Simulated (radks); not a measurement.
Values are calculated unless marked as measured or tabulated.
Ionisation ladder of bismuth, from Bi66+ to Bi82+. Each ion is in the ground configuration listed by NIST, and IE = E(next ion) - E(this ion), with E = 0 for the bare nucleus. Code: a radial shooting solver on a logarithmic mesh with Libxc functionals. Model: non-relativistic Kohn-Sham, LDA (Slater exchange, Perdew-Wang correlation), spin-unpolarised, spherical densities, point nucleus; relativity is left out, which matters for an element this heavy.

| species | configuration | IE, Delta-SCF (eV) | <r> HOMO (bohr) | IE, NIST (eV) | kind | error (eV) |
|---|---|---|---|---|---|---|
| Bi66+ | [Ne] 3s2 3p5 | 7574.7 | 0.168 | 7720 | theory | -145.3 |
| Bi67+ | [Ne] 3s2 3p4 | 7713.1 | 0.168 | 7870 | theory | -156.9 |
| Bi68+ | [Ne] 3s2 3p3 | 7851.7 | 0.167 | 8010 | theory | -158.3 |
| Bi69+ | [Ne] 3s2 3p2 | 7990.3 | 0.166 | 8780 | theory | -789.7 |
| Bi70+ | [Ne] 3s2 3p1 | 8128.6 | 0.166 | 8950 | theory | -821.4 |
| Bi71+ | [Ne] 3s2 | 8408.3 | 0.175 | 9270 | theory | -861.7 |
| Bi72+ | [Ne] 3s1 | 8530.4 | 0.175 | 9430 | theory | -899.6 |
| Bi73+ | [Ne] | 19852.9 | 0.0636 | 20130 | theory | -277.1 |
| Bi74+ | [He] 2s2 2p5 | 20223 | 0.0632 | 20500 | theory | -277.4 |
| Bi75+ | [He] 2s2 2p4 | 20594 | 0.0629 | 20920 | theory | -326.4 |
| Bi76+ | [He] 2s2 2p3 | 20965 | 0.0626 | 21300 | theory | -334.7 |
| Bi77+ | [He] 2s2 2p2 | 21337 | 0.0623 | 24150 | theory | -2813.2 |
| Bi78+ | [He] 2s2 2p1 | 21706 | 0.0620 | 24640 | theory | -2933.5 |
| Bi79+ | [He] 2s2 | 22222 | 0.0736 | 25260 | theory | -3038.2 |
| Bi80+ | [He] 2s1 | 22506 | 0.0734 | 25656.9 | theory | -3151.3 |
| Bi81+ | [He] | 92351 | 0.0182 | 102251.8 | theory | -9900.8 |
| Bi82+ | 1s1 | 93509 | 0.0181 | 104133.4 | theory | -10624.6 |

Reference values: NIST Atomic Spectra Database (exp. = measured, semi-emp. = semi-empirical, theory = theoretical value adopted there). The ionisation energy per charge of the ion left behind rises most, in proportion, at Bi81+ ([He]), from 277.85 to 1126.2 eV. Relativity is left out here, which matters for elements this heavy. Spin polarisation and multiplet splitting are left out, so open shells lie too high by an amount that depends on their filling.

Beside tabulated values, note that spin-unpolarised runs miss the spin-polarisation part of the exchange energy of open shells.
